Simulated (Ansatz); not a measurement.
Geometry optimisation, RKS BLYP-D4/def2-SVPD in Ansatz 0.2.0.

input.yaml

```yaml
crystal:
  periodic: [false, false, false]
  atoms:
    - { symbol: Ga, position_ang: [-0.77946, -0.66048, -0.50348] }
    - { symbol: Se, position_ang: [0.80966, 0.55822, 1.23766] }
    - { symbol: H, position_ang: [-0.45453, -2.12247, -0.13654] }
    - { symbol: H, position_ang: [-2.10688, -0.03893, -0.0181] }
    - { symbol: H, position_ang: [-0.11529, -0.058, -1.76742] }
    - { symbol: H, position_ang: [2.04663, 0.43342, 0.48972] }
    - { symbol: H, position_ang: [0.59987, 1.88824, 0.69816] }
basis:
  gaussian: { orbitals: def2-SVPD }
hamiltonian:
  xc: blyp
  dispersion: d4
relax:
  f_tol: 0.015
  max_steps: 40
```

Command:

```bash
$ ansatz run input.yaml --threads 2 --pin off --max-ram 3072MiB --backend cpu --events-out ev --progress --plain --runs-dir out
```

Where does it end, and by what steps?

The run converged. The force dipped under the threshold on the way, but the program's further checks kept it going. After 5 steps the energy has fallen by 0.106 eV; H5 moved furthest, 0.14 Å.

```
step  energy less start (eV)  largest force component (eV/Å)  accepted
   0                  0.0000                           1.046       yes
   1                 -0.1011                           0.160       yes
   2                 -0.1046                           0.028       yes
   3                 -0.1052                           0.009       yes
   4                 -0.1055                           0.019       yes
   5                 -0.1055                           0.014       yes
```

```xyz
7
Properties=species:S:1:pos:R:3
Ga -0.832 -0.690 -0.579
Se 0.807 0.606 1.295
H -0.392 -2.142 -0.122
H -2.169 -0.071 0.005
H -0.194 -0.062 -1.886
H 2.093 0.386 0.574
H 0.686 1.973 0.713
```

Whether the end is a true minimum wasn't checked by a vibrational analysis.

Run time: 16 s on 2 threads of Arm Neoverse V1, on a shared host, peak memory 0.17 GiB.
